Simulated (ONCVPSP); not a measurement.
# PW91 ONCV dataset for magnesium (Mg), scalar-relativistic all-electron reference.

magnesium (Mg), optimised norm-conserving Vanderbilt (ONCV), made with ONCVPSP 4.0.1 (PW91, scalar-relativistic). Core [He], reference 2s2 2p6 3s1 (charge +1). Waves: 2s+3s: rc 1.45 bohr, ncon 5, nbas 10, qcut 10.6 1/bohr, 3 projectors, debl 3.2 Ha; 2p: rc 1.20 bohr, ncon 3, nbas 7, qcut 13.2 1/bohr, local; d scattering state at 0.37 Ha: rc 1.50 bohr, ncon 3, nbas 6, qcut 6.3 1/bohr, 3 projectors, debl 2.2 Ha. Local part: the p channel. Core correction: Teter function, fcfact 3.25, rcfact 1.1.

All-electron outer shells of the reference configuration (PW91, scalar-relativistic, ld1.x):

| shell | level (eV) | outermost node (bohr) | outermost maximum (bohr) |
| --- | --- | --- | --- |
| 1s | -1269.55 | – | 0.09 |
| 2s | -88.99 | 0.18 | 0.54 |
| 2p | -55.83 | – | 0.48 |
| 3s | -11.40 | 0.89 | 2.38 |

Results:

```json
{"Cutoffs needed": "60 Ha and 69 Ha (the cutoffs (Ha) at which the residual kinetic energy of the hardest occupied pseudo-wave falls to 1 and 0.1 mHa per electron)", "Ghost test": "no bound ghost flagged; no localised positive-energy state flagged", "Largest excitation error": "-96 meV (all-electron minus pseudo) for 2s2 2p6 3s1 3p1, out of 4 test configurations", "rms error of d²Exc/dni dnj": "1.54 mHa without and 1.33 mHa with the model core"}
```

Generation and tests took about 5.2 s on one core of a shared server CPU.
